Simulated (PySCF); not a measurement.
Gas-phase thermal properties of ZrCl₄.H₂O

Method: PySCF energies (xtb for GFN2) plus ideal-gas RRHO corrections (1 bar). All species are closed-shell singlets. Zr: scalar-relativistic def2 core potential, no spin-orbit coupling. Adducts (ZrCl₄.H₂O) have no counterpoise correction, and HF, PBE, BLYP, B3LYP and PBE0 lack dispersion. ZrCl₄.H₂O: computed as isolated molecules; such fragments, hydroxides, amides, oligomers or adducts are transient or little studied in the gas. The harmonic model lacks anharmonicity and excited electronic states, which grow with temperature; levels with a mode under 35 cm⁻¹ are left out. Soft modes under 120 cm⁻¹ make the harmonic entropy rough for ZrCl₄.H₂O.

```csv
level,point group,σ,ZPE (kJ/mol),S°298 (J/mol/K),Cp298 (J/mol/K),S°1000 (J/mol/K),H1000 − H298 (kJ/mol)
GFN2-xTB,Cs,1,68.3,459.3,145.5,648.6,111.1
PBE/def2-SVP,Cs,1,75.5,444.1,141.3,630.6,109.7
PBE0/def2-TZVP,Cs,1,78.2,442.8,141.1,628.9,109.4
```
σ: rotational symmetry number. Electronic degeneracy used: 1. Frequencies are unscaled.
